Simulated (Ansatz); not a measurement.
Born–Oppenheimer molecular dynamics of F₄Zr (5 atoms, charge 0, multiplicity 1). It starts from a relaxed structure.

Level of theory: RKS PBE/def2-SVP (Ansatz).

| Item | Value |
| --- | --- |
| ensemble | NVT, Nosé–Hoover chain |
| time step | 6 fs |
| steps asked | 40 |
| set temperature | 300 K |
| thermostat | time constant 20 fs, chain length 1 |
| seed | 399931 |

First frame:

```xyz
5
Properties=species:S:1:pos:R:3
Zr 0.000 0.000 0.000
F 0.000 0.000 1.909
F 1.800 0.000 -0.636
F -0.899 1.559 -0.636
F -0.899 -1.559 -0.636
```

(1) What does the run give?

(2) What happens to the structure?

(3) How do temperature and energy run in time?

Answers

(1) All steps were run.

```
steps done                                               : 40
time covered                                             : 240 fs
mean temperature over the second half                    : 243 K
spread of the potential energy over the second half      : 23.8 meV per atom
mean potential energy of the second half above the start : 23.2 meV per atom
```

The conserved energy wandered by up to 13.0 meV per atom (net -0.1 meV per atom), which is poor conservation. The mean temperature of the second half is 19 % below the set value. A run of 0.24 ps of so small a system gives no equilibrium averages.

(2) The same pairs are bonded in the first frame and the last. Pairs count as bonded within 1.25 times the sum of covalent radii (0.12 Å more for H–H). Another seed would give other details.

(3) 
```tsv
time (fs)	T (K)	potential energy less start (eV)	conserved less start (meV/atom)
0.0	300	0.000	0.00
12.0	173	0.061	1.64
24.0	275	0.038	0.21
36.0	103	0.144	2.23
48.0	312	0.113	0.18
60.0	39	0.308	5.44
72.0	703	0.195	2.53
84.0	131	0.599	13.05
96.0	1433	0.103	1.95
108.0	167	0.332	8.78
120.0	343	0.027	-0.67
132.0	26	0.084	1.18
144.0	118	0.012	-0.78
156.0	27	0.043	0.29
168.0	137	0.005	-0.75
180.0	93	0.058	0.83
192.0	442	0.018	-0.66
204.0	404	0.205	3.97
216.0	681	0.175	0.47
228.0	78	0.409	4.66
240.0	414	0.262	-0.12
```

Time of the run: 110 s on 1 thread of Arm Neoverse V2, with other jobs on the host, peak memory 0.15 GiB.
